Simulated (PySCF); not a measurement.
Species: C7H12N (doublet state).
Structure used (GFN2-xTB), in Å, numbered top down from 1:
```xyz
20
C7H12N angstrom
C      2.535    0.650   -0.241
C      2.201   -0.807    0.012
C      1.014   -1.295    0.181
C     -0.393   -0.971    0.212
C     -1.218   -1.258   -1.060
C     -1.789    0.152   -0.899
N     -0.732    0.478    0.057
C     -1.089    1.205    1.243
H      3.167    1.024    0.564
H      3.082    0.739   -1.178
H      1.622    1.234   -0.293
H      3.069   -1.458    0.051
H     -0.867   -1.400    1.110
H     -0.591   -1.368   -1.941
H     -1.924   -2.081   -0.999
H     -1.778    0.796   -1.781
H     -2.794    0.156   -0.458
H     -0.225    1.239    1.906
H     -1.935    0.754    1.788
H     -1.360    2.223    0.962
```

The hyperfine couplings belong to this conformer and change with its torsions.

As a line formula: `N1([C@H](/[C]=C\C)CC1)C` [radical].

Method: UKS B3LYP, pcH-1 on C H N, non-relativistic, mean-field spin-orbit, GIAO (PySCF 2.14.0). Geometry: GFN2-xTB, one conformer, isolated molecule. A GFN2-xTB geometry isn't a minimum of the functional, and hyperfine couplings can be far from their values at a DFT geometry. The SCF solution wasn't tested for stability.

Principal values of hyperfine tensors in MHz (contact and dipolar terms together), for some of the nuclei:

```tsv
atom	isotope	A1	A2	A3
H12	1H	110.17	111.50	128.03
C1	13C	66.06	66.90	88.88
N7	14N	33.25	33.38	44.05
C4	13C	21.15	23.38	34.42
H13	1H	16.29	19.06	35.51
C2	13C	-33.71	-14.03	-1.11
C5	13C	10.25	10.94	13.82
H10	1H	-12.56	-10.25	-2.83
```

Problem. Give the isotropic coupling of each nucleus in MHz and in mT (g = 2.0022), and the anisotropic part.

Solution. a_iso is a third of the trace, T = A − a_iso, and a(mT) = a(MHz)/(g × 13.996).

```tsv
atom	a_iso (MHz)	a_iso (mT)	T1	T2	T3
H12	116.57	4.160	-6.40	-5.07	11.47
C1	73.95	2.639	-7.89	-7.04	14.93
N7	36.89	1.317	-3.64	-3.52	7.16
C4	26.32	0.939	-5.17	-2.93	8.10
H13	23.62	0.843	-7.33	-4.56	11.89
C2	-16.28	-0.581	-17.43	2.25	15.17
C5	11.67	0.416	-1.42	-0.73	2.15
H10	-8.55	-0.305	-4.01	-1.71	5.72
```

Problem. What spin density at the nucleus of C5 lies behind its contact coupling (g_N = 1.40482)?

Solution. a_FC = (2μ0/3) gₑ μB g_N μN ρ(0)/(2S·h) = 800.24 MHz × g_N × ρ(0)/(2S), with ρ in bohr⁻³. With a_FC = 11.67 MHz and 2S = 1, ρ(0) = 0.01038 bohr⁻³.

Problem. C3 (13C, g_N = 1.40482) isn't in the table. Its spin density at the nucleus is 0.2123 bohr⁻³. What is its contact coupling?

Solution. By the same relation, a_FC = 238.7 MHz. Its full tensor has the principal values 158.14, 177.47, 380.44 MHz.

Problem. Name the largest traceless tensor T of the table and describe it.

Solution. C2: -17.4, 2.3, 15.2 MHz, rhombic: the two smaller values differ by 74 % of the largest.

Problem. In a single crystal, with the field along each principal axis of the tensor of N7 in turn, what first-order splitting does this nucleus give (isotropic g, quadrupole terms neglected)?

Solution. 3 lines (I = 1), spaced by |A_i|/(g × 13.996): 1.19, 1.19, 1.57 mT along the axes of A1, A2 and A3.
